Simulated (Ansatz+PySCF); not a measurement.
A calculation with PySCF 2.14.0.

```python
from pyscf import gto, scf, cc

mol = gto.M(atom="""
Be 0.000000 0.000000 0.000000
S 0.000000 0.000000 1.780000
""", basis='6-31g', charge=0, spin=0)
mf = scf.UHF(mol)
mf.kernel()
mycc = cc.CCSD(mf, frozen=6).run()
et = mycc.ccsd_t()
print(mf.e_tot, mycc.e_corr, et, mycc.e_tot + et)
```

The script is written out from the run's settings.

Output:

```yaml
Converged: yes
Reference_energy: -412.08268 hartree
CCSD_correlation_energy: -0.09314 hartree
Triples_correction: -0.00590 hartree
Total_energy: -412.18172 hartree
Spin_squared_of_the_determinant: 0.000
```
